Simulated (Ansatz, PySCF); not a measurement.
Gas-phase reaction (SMILES): CC(C)[Si](O)(O)O [trihydroxy(propan-2-yl)silane] → C[CH]C + O[Si](O)O; the C-Si bond at the site shown breaks (other sites are not compared here).

Geometries: B3LYP-D3(BJ)/def2-TZVP minima from Ansatz (a first-principles code), one conformer each, not searched for the lowest. Correlated levels leave the core frozen unless marked. UHF or UKS for open shells. Spin-orbit coupling is left out. Non-relativistic. CBS marks a two-point X^-3 extrapolation of the correlation energy; Hartree-Fock from the larger set. The bracket is a focal-point correction in the basis named. Thermal terms are rigid-rotor harmonic-oscillator values from B3LYP-D3(BJ) frequencies (Ansatz or PySCF) at 298.15 K and 1 atm. 1 Eh = 627.5095 kcal/mol.

```csv
species,"E, RI-MP2/CBS(cc-pV(T+d)Z,cc-pV(Q+d)Z)+[CCSD(T)-MP2]/cc-pV(T+d)Z (Ansatz) (Eh)","E, PBE-D3(BJ)/def2-TZVPD (Ansatz + dftd3) (Eh)",H - E (Eh)
CC(C)[Si](O)(O)O,-634.95658,-635.28785,0.14814
C[CH]C,-118.30800,-118.34687,0.09378
O[Si](O)O,-516.49879,-516.80730,0.04851
```

Problem. Work out ΔE and ΔH at 298.15 K at the first level, then ΔH at the second.

Solution. 
1. ΔE = [(-118.30800) + (-516.49879)] - [(-634.95658)] = 0.14979 Eh = 94.0 kcal/mol at RI-MP2/CBS(cc-pV(T+d)Z,cc-pV(Q+d)Z)+[CCSD(T)-MP2]/cc-pV(T+d)Z.
2. The terms H - E add up to -0.00585 Eh, so ΔH = (0.14979 + (-0.00585))×627.5095 = 90.3 kcal/mol.
3. At PBE-D3(BJ)/def2-TZVPD the same steps give ΔE = 83.9 and ΔH = 80.2 kcal/mol, a shift of -10.1 from the first level.
4. These values are not checked against measurement here, since the tables used lack a sound gas-phase enthalpy of formation for at least one species.
